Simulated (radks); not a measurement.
Values are calculated unless marked as measured or tabulated.
Task: These are the eigenvalues of the occupied orbitals of an atom or ion with whole-number occupations (hartree). Code: a radial shooting solver on a logarithmic mesh with Libxc functionals. Model: non-relativistic Kohn-Sham, TPSS, spin-polarised, spherical densities, point nucleus; meta-GGA in the generalised Kohn-Sham scheme.

orbital  eigenvalue
1s up     -2064.386
1s down   -2064.384
2s up     -413.9947
2s down   -413.2841
2p up     -400.1718
2p down   -399.6456
3s up     -155.9889
3s down   -155.2942
3p up     -150.3155
3p down   -149.5305
3d up     -140.7892

Which element is it, and in what charge state? The configuration may be excited. Open shells, if any, are filled with parallel spins first.

Result: Z = 68, erbium, charge +46: Er46+ in [Ar] 3d4. The list shows which subshells hold electrons but not how many an open one holds; the 1s level, -2064.4 hartree, gives Z - s = 64.3 by -(Z - s)^2/2, which with screening narrows Z to a few neighbours, and the depths of the outer levels then fix element, charge and occupations together.
